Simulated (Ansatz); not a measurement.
The first iterations of a band of C2H4AlFS (9 atoms, charge 0, multiplicity 1).

Computed with UKS LDA/6-31G* in Ansatz.

```json
{
 "movable images": "4",
 "climbing image": "no",
 "spring": "5.0 eV/Å²",
 "optimiser": "quadratic models (default)",
 "start path": "through a guess of the saddle point",
 "force threshold": "0.05 eV/Å",
 "iteration limit": "60",
 "end points": "relaxed"
}
```

Image 0:

```xyz
9
Properties=species:S:1:pos:R:3
C -1.008 -0.857 -1.332
Al 0.128 -0.182 0.080
S 1.950 -0.453 1.175
C 0.808 1.054 1.410
F 1.411 2.220 1.039
H -0.659 -1.845 -1.679
H -2.052 -0.952 -0.986
H -1.001 -0.163 -2.193
H 0.513 1.131 2.471
```

Image 5:

```xyz
9
Properties=species:S:1:pos:R:3
C -1.054 -0.845 -1.332
Al -0.318 0.381 -0.015
S 1.440 -0.108 1.668
C 1.097 1.320 0.626
F 1.687 2.467 0.923
H -0.437 -1.760 -1.362
H -2.096 -1.126 -1.105
H -1.027 -0.373 -2.330
H 0.796 -0.001 2.910
```

| iteration | highest image above the first end (eV) | largest band force component (eV/Å) |
| --- | --- | --- |
| 1 | 5.323 | 6.542 |
| 2 | 4.240 | 3.344 |
| 3 | 3.445 | 2.440 |
| 4 | 3.203 | 0.694 |
| 5 | 3.075 | 1.150 |
| 6 | 3.047 | 0.625 |
| 7 | 3.073 | 0.403 |
| 8 | 3.126 | 0.296 |
| 9 | 3.160 | 0.213 |
| 10 | 3.178 | 0.339 |
| 11 | 3.150 | 0.348 |
| 12 | 3.136 | 0.230 |
| 13 | 3.105 | 0.147 |
| 14 | 3.099 | 0.209 |
| 15 | 3.091 | 0.140 |
| 16 | 3.088 | 0.187 |
| 17 | 3.074 | 0.162 |
| 18 | 3.064 | 0.146 |
| 19 | 3.047 | 0.170 |
| 20 | 3.035 | 0.239 |

Does the band converge within its limit, and where does its top end?

It did not converge within its limit. It ended after 60 iterations with the highest image 2.971 eV above the first end. The band didn't meet its force threshold, so its energies are provisional: the largest band force was still 0.48 eV/Å, and over the last iterations the top moved between 2.86 and 3.03 eV.

Time of the run: 5.4 min on 2 threads of AMD EPYC 7B13 (Zen 3), on a shared host, peak memory 0.23 GiB.
